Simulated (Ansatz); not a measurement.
Two structures of ZnSiH$_{6}$O, closed shell, reached by relaxing down either side of one saddle point (PBE0-D4/def2-TZVP). Energies are electronic, without zero-point energy. Program: Ansatz 0.2.0. Basis: def2-TZVPP and def2-QZVPP. Cores are frozen in the correlated methods. The 3s and 3p shells of Cu and Zn are frozen; filled d shells are correlated. Extrapolation: Hartree–Fock as exp(−7.88 √X), correlation as X^−2.97. First:

| atom | x (Å) | y (Å) | z (Å) |
| --- | --- | --- | --- |
| Zn1 | -0.4008 | -0.4314 | -0.5430 |
| Si2 | 1.7033 | -0.4851 | 0.4803 |
| O3 | -2.0261 | -0.3224 | -1.2791 |
| H4 | -1.5557 | 2.0213 | 0.8027 |
| H5 | -2.0151 | 1.6909 | 0.3115 |
| H6 | 1.8985 | -1.7418 | 1.2554 |
| H7 | 1.8660 | 0.6571 | 1.4223 |
| H8 | 2.7990 | -0.4017 | -0.5251 |
| H9 | -2.2693 | -0.9867 | -1.9249 |

Second:

```
9
angstrom
Zn -1.8342 0.7153 -0.3975
Si 1.3575 -0.1675 0.5907
O -0.9805 -0.6933 -1.0917
H 0.2340 0.8035 0.7866
H -2.5789 1.9052 0.1763
H 0.9250 -1.5311 0.9648
H 2.4290 0.2737 1.5264
H 1.8669 -0.0862 -0.7950
H -1.4190 -1.2195 -1.7604
```

Q: Which bonds change from the first to the second?

A: ZnSiH₄O ([OH][Zn][SiH3]) + H₂ → ZnH₂O ([OH][ZnH]) + SiH₄; bonds formed: Zn1–H5, Si2–H4; bonds broken: Zn1–Si2, H4–H5.

Q: Give the saddle point's structure and its height above each. (Judge from chemistry; the value comes from the calculation.)

A: By the calculation: 51.09 kcal/mol above the first and 50.61 kcal/mol above the second (CCSD(T) at an estimated basis limit (MP2 extrapolated from triple and quadruple zeta, plus CCSD(T) − MP2 in triple zeta)).
```
9
angstrom
Zn -1.1469 0.2613 -0.3769
Si 1.2615 -0.1083 0.5591
O -2.0869 -0.6595 -1.5743
H -0.3005 1.0723 0.6858
H -1.3756 1.6401 0.5835
H 1.2264 -1.4718 1.1575
H 1.9038 0.8006 1.5510
H 2.1235 -0.1252 -0.6561
H -1.6055 -1.4095 -1.9294
```

No T1 diagnostic of these runs exceeds 0.018.

Labels in which every atom is bracketed show which atoms are joined, not bond orders.

For scale, one of the runs: CCSD(T)/def2-TZVPP, 221 basis functions, launched by `ansatz run in.yaml --threads 4 --pin off --events-out ev --progress --plain --max-ram 9574MiB`. Hardware: 4 CPU threads of an Arm Neoverse V1, shared host. Wall time 86 s; peak host memory 3.3 GiB.
